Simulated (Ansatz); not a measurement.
Consider the ligand exchange at a B–O bond: `NB(Br)O[SiH3]` + HCl → `NB(Cl)Br` + `O[SiH3]`.

Computed with Ansatz on PBE0-D4/def2-TZVP structures; ΔE is electronic, products minus reactants. CCSD(T)/CBS adds triple-zeta CCSD(T) − MP2 to the extrapolated MP2 energy (def2 sets, frozen cores). This one scheme is used for every species. Functionals use def2-TZVPP. For Br outer-core shells are correlated without core-valence functions, which leaves a few kJ/mol of doubt a bond. Scalar relativity is left out up to krypton. Each species was taken in one conformer, which may not be the lowest.

CCSD(T)/CBS gives +45.0 kJ/mol.

Another level gave +41.1 kJ/mol. Which?
A. HF/def2-TZVPP
B. BHLYP/def2-TZVPP
C. MP2/def2-TZVPP
D. revPBE-D4/def2-TZVPP

C. MP2/def2-TZVPP 41.1, revPBE-D4 35.5, BHLYP 48.1, HF/def2-TZVPP 53.7 kJ/mol.

What do rigid-rotor, harmonic-oscillator terms from PBE0-D4/def2-TZVP frequencies (298.15 K, 1 bar) make of the CCSD(T)/CBS value? (Best estimate.)

Ansatz gave: ΔZPE = +6.9 kJ/mol, ΔH = +49.3 kJ/mol, ΔS = 19 J/(mol·K), ΔG = +43.7 kJ/mol.

Largest T1 diagnostic among the species: 0.011.

The D4 term adds +5.0 kJ/mol with B3LYP and +3.1 kJ/mol with PBE0; it sums over pairs of atoms, weighted by their polarisabilities, and B3LYP, whose exchange is more repulsive, gets the larger term. From PBE to PBE0 (25 % exact exchange), in def2-TZVPP and without D4, ΔE moves by +4.1 kJ/mol.

B3LYP here is the variant with VWN-RPA as its local correlation; programs differ in this.
